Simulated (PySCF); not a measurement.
Compound: C4H6F2O.
SMILES with atom numbers: `[CH3:1][O:2]/[C:3](=[CH:4]\[F:5])[CH2:6][F:7]` (hydrogens: H8, H9, H10 on C1; H11 on C4; H12, H13 on C6)

Computed, not measured: PySCF 2.14.0, PBE0-D3(BJ)/def2-SVP geometry optimisation, gas phase.

(1) Give the optimised bond lengths and angles.

Answers

(1) 
```tsv
bond	length (Å)
C1–O2	1.409
O2–C3	1.345
C3=C4	1.338
C4–F5	1.340
C3–C6	1.502
C6–F7	1.365
C1–H8, C1–H9, C1–H10	1.100
C4–H11	1.089
C6–H12, C6–H13	1.104
```

Bonds in one row agree within 0.01 Å and their mean is given. A selection of angles:
```tsv
angle	degrees
O2–C1–H8	106.3
O2–C1–H9	111.5
H8–C1–H9	109.3
C1–O2–C3	119.7
O2–C3–C4	130.4
O2–C3–C6	109.3
C4–C3–C6	120.3
C3–C4–F5	124.7
C3–C4–H11	121.0
F5–C4–H11	114.2
C3–C6–F7	112.0
C3–C6–H12	109.0
F7–C6–H12	109.5
H12–C6–H13	107.7
```

Dihedral angles: C1–O2–C3–C4 1° (synperiplanar); O2–C3–C4–F5 0° (synperiplanar); O2–C3–C6–F7 -179° (antiperiplanar).

Of the pairs four or more bonds apart, F7···H11 is among the closest relative to their van der Waals radii: 2.32 Å, 87 % of the sum of Bondi's values. The 2 C–C bonds span 1.338 Å (C3=C4, drawn double) to 1.502 Å (C3–C6, drawn single), a spread of 0.164 Å. The 2 C–F bonds span 1.340 Å (C4–F5, drawn single) to 1.365 Å (C6–F7, drawn single), a spread of 0.025 Å. The C–O distances run from 1.345 Å (O2–C3, drawn single) to 1.409 Å (C1–O2, drawn single), a spread of 0.064 Å. The 7 heavy atoms lie in one plane (0.008 Å rms).

Whether it is a minimum is left open (no frequencies). One conformer, not necessarily the lowest.
